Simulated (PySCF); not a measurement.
Species: C₅H₆NPS.
SMILES: `c1ncpcc1SC`

A PySCF run (density fitting, gas phase, GFN2-xTB geometry) gave HOMO -6.87 eV, LUMO -2.01 eV, dipole 2.34 D.

Task: Which of these levels was it?
A. KT2/def2-SVPD
B. BHandHLYP/ANO-RCC-VDZP
C. PBE0/pcSseg-0
D. PBE0/pcSseg-1
E. PBE0/def2-SVPD

Result: C. It is PBE0/pcSseg-0. All candidates on this geometry:

```json
{"level and settings": "KT2/def2-SVPD, fitting basis def2-qzvpp-jkfit", "kind": "GGA", "basis functions": "219", "SCF cycles": "13", "E (Eh)": "-998.3556", "HOMO (eV)": "-5.65", "LUMO (eV)": "-2.65", "dipole (D)": "2.24"}
{"level and settings": "PBE0/def2-SVPD", "kind": "global hybrid", "basis functions": "219", "SCF cycles": "15", "E (Eh)": "-987.4584", "HOMO (eV)": "-6.62", "LUMO (eV)": "-1.89", "dipole (D)": "2.16"}
{"level and settings": "PBE0/pcSseg-1", "kind": "global hybrid", "basis functions": "180", "SCF cycles": "14", "E (Eh)": "-987.7859", "HOMO (eV)": "-6.64", "LUMO (eV)": "-1.91", "dipole (D)": "2.16"}
{"level and settings": "PBE0/pcSseg-0", "kind": "global hybrid", "basis functions": "92", "SCF cycles": "14", "E (Eh)": "-986.4093", "HOMO (eV)": "-6.87", "LUMO (eV)": "-2.01", "dipole (D)": "2.34"}
{"level and settings": "BHandHLYP/ANO-RCC-VDZP, start guess atom", "kind": "global hybrid", "basis functions": "150", "SCF cycles": "12", "E (Eh)": "-987.8755", "HOMO (eV)": "-7.32", "LUMO (eV)": "-0.78", "dipole (D)": "2.09"}
```

The nearest other candidate, by the summed differences of HOMO and LUMO, is PBE0/pcSseg-1: its HOMO differs by +0.23 eV and its LUMO by +0.10 eV. Cycle counts include a coarse-grid stage where the run had one. KT2 was designed for NMR shieldings or shifts; total energies of different functionals aren't comparable. ANO-RCC sets were contracted for a scalar-relativistic Hamiltonian, but ran non-relativistically here.

The values belong to the conformer `[CH3:1][S:2][c:3]1[cH:4][n:5][cH:6][p:7][cH:8]1`: C1–S2–C3–C4 0°.
